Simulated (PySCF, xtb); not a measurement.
Sn(Cl)3(Et) (C2H5Cl3Sn), SMILES C[CH2][Sn]([Cl])([Cl])[Cl].

GFN2-xTB (xtb 6.7.1) at its own geometry gives an orbital gap of 2.67 eV and a dipole moment of 5.27 D.

Geometry optimised at B3LYP-D3(BJ)/def2-SVP. The def2 effective core potentials stand for the cores of Sn; spin–orbit coupling is left out. One conformer was computed; it need not be the lowest.

Task: What does PySCF with CAM-B3LYP/def2-TZVP give? (Estimate from the structure and the level; the computed values follow.)

Result: gap 8.60 eV (levels -10.01 and -1.41 eV), dipole 3.99 D.
